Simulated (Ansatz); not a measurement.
GeH₃I⁺, that is GeIH3 with one electron fewer. Charge 1, multiplicity 2. Geometry PBE0-D4/def2-TZVP, that of the neutral singlet; atoms count from 1.

```xyz
5

Ge    0.102   -0.021    0.200
I    -1.035    0.210   -2.030
H     1.412    0.771    0.135
H     0.364   -1.512    0.433
H    -0.843    0.552    1.262
```

In the def2 sets I takes a core potential; there is no spin–orbit coupling.

(1) Estimate the Mulliken populations from the PBE0/def2-TZVP orbitals of Ansatz.

(2) Where does the spin sit?

(3) And the Mayer bond orders between heavy atoms (over 0.3)?

## Answers

(1) 
```csv
atom,charge (e),spin (α − β)
Ge1,0.10,-0.04
I2,0.46,0.95
H3,0.14,0.01
H4,0.14,0.01
H5,0.16,0.07
```
Mulliken values depend strongly on the basis.

(2) Summed by element: Ge -0.04, I 0.95, H 0.09, of 1 unpaired in all. Largest on single atoms: I2 0.95, H5 0.07, Ge1 -0.04.

(3) Ge1–I2 0.85 (2.51 Å).
